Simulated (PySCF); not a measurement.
# From computed data to an observable: oscillator strength and radiative lifetime

Ga(F)2(OMe) (CH3F2GaO), SMILES C[O][Ga]([F])[F].

The structure is a stationary point at r2SCAN-D4/def2-SVP. The structure was generated by enumeration; whether it is a known compound was not checked. One conformer was computed; it need not be the lowest.

TDA-M06-2X/def2-SVPD (PySCF) puts the first singlet state with f over 0.02 at 7.67 eV (vertical), with the transition dipole (0.214, 0.460, 0.603) in atomic units.

Task: Find the oscillator strength, the wavelength and the radiative lifetime that this transition would have in vacuum if emission retraced absorption.

Result: 
|μ|² = 0.6210 au, so |μ| = 2.00 D. ΔE = 7.67/27.211 = 0.2819 hartree. f = (2/3) ΔE |μ|² = 0.117 (the program prints 0.117).
λ = 1239.84/7.67 = 162 nm; ν = 61863 cm⁻¹.
Einstein's coefficient A = 0.6670 ν² f s⁻¹ (ν in cm⁻¹) = 3.0e8 s⁻¹, so τ = 1/A = 3.4 ns. This state is S4; the lower singlets have f = 0.014, 0.015, 0.006. The figure is the radiative limit of this one transition; relaxation, internal conversion, crossing to triplets and a medium change what is measured.
